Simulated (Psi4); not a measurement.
silacyclobutane (C$_{3}$H$_{8}$Si), singlet, geometry from GFN2-xTB. Base run: HF/3-21G (Psi4).

Psi4 was given this input:
```
memory 2 GB

molecule {
0 1
C     0.94016925    0.39805364    0.93756297
C     0.99930330   -0.74626934   -0.09591889
Si   -0.77881964   -0.36144439   -0.68319456
C    -0.38448642    1.07057269    0.52035540
H     1.79758492    1.06860867    0.88594702
H     0.88094386    0.00849054    1.95305098
H     1.76805182   -0.57948533   -0.84803349
H     1.18886207   -1.72221791    0.34515954
H    -1.81068026   -1.29894242   -0.23630310
H    -0.96271943   -0.02265274   -2.09491916
H    -0.22126520    2.03238174    0.03791393
H    -1.06721963    1.23989694    1.34991129
}

set {
  basis 3-21g
  stability_analysis check
  scf_type pk
}

energy('scf')
print_variables()
```

The bond that is stretched is that between atoms 11 and 4. A test that says stable can miss a lower solution.

Variants of this job, named by their change:

```csv
change,ΔE vs base (kcal/mol),<S^2>
base,0.000,0.000
stability_analysis = follow; reference = uhf,0.000,0.000
bond × 1.25,19.26,0.000
stability_analysis = follow; reference = uhf; bond × 1.25,19.26,0.000
bond × 1.5,51.20,0.000
stability_analysis = follow; reference = uhf; bond × 1.5,51.20,0.000
bond × 1.8,88.4,0.000
stability_analysis = follow; reference = uhf; bond × 1.8,75.4,0.623
bond × 2.2,129.1,0.000
stability_analysis = follow; reference = uhf; bond × 2.2,84.9,0.904
bond × 3.0,183.5,0.000
stability_analysis = follow; reference = uhf; bond × 3.0,87.9,1.006
```

Psi4 reported an instability in these rows: stability_analysis = follow; reference = uhf; bond × 1.8; stability_analysis = follow; reference = uhf; bond × 2.2; stability_analysis = follow; reference = uhf; bond × 3.0 (restricted rows aren't judged here).

Where a bond breaks into two radicals, a solution with restricted orbitals usually stops being the lowest and lies too high; an unrestricted one lies lower at the price of spin contamination, which <S^2> shows.
